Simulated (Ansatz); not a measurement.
A structure relaxed at PBE0-D4/def2-TZVP, charge 0, multiplicity 1:

```xyz
13

Al   -0.583   -0.933    1.389
C    -0.728   -1.204   -0.566
Si    0.599   -0.141   -1.322
Si    0.518    1.706    0.121
H    -1.872   -0.584    2.249
H     0.772   -1.387    2.087
H    -1.714   -0.879   -0.912
H    -0.597   -2.253   -0.847
H     0.420    0.267   -2.743
H     1.944   -0.762   -1.180
H    -0.525    2.713   -0.207
H    -0.005    1.066    1.408
H     1.771    2.391    0.523
```

**Question.** Give its formula and SMILES.

**Answer.** CH9AlSi2, `[AlH2][CH2][SiH2][SiH3]`.

**Question.** Point group (tolerance 0.08 Å, 0.16 Å for H)?

**Answer.** C1.

**Question.** Summarise the bond lengths by kind.

**Answer.** 1 × Al–C 1.979 Å; 2 × Al–H 1.589 to 1.591 Å; 1 × C–Si 1.860 Å; 2 × C–H 1.094 to 1.095 Å; 1 × Si–Si 2.345 Å; 5 × H–Si 1.485 to 1.529 Å.

All numbers were calculated with Ansatz.
